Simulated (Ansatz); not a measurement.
GaMe2H (C2H7Ga). Total charge 0; singlet. Geometry r2SCAN-D4/def2-SVP, basis def2-TZVP, Ansatz.

| run | HOMO (eV) | LUMO (eV) |
| --- | --- | --- |
| A | -9.03 | -0.07 |
| B | -6.46 | -1.74 |
| C | -6.71 | -1.44 |
| D | -7.68 | -0.93 |
| E | -7.16 | -1.16 |

Question: The runs used CAM-B3LYP, PBE, PBE0, r2SCAN, r2SCANh. Estimate which is which.

Answer: A CAM-B3LYP (range-separated); B PBE (0 % exact exchange); C r2SCAN (0 % exact exchange); D PBE0 (25 % exact exchange); E r2SCANh (10 % exact exchange). Exact exchange lowers occupied and raises empty levels; among semilocal functionals meta-GGAs tend to open the gap a little, and such runs are hard to tell apart. The gap grows from 4.72 eV (PBE) to 8.96 eV (CAM-B3LYP).
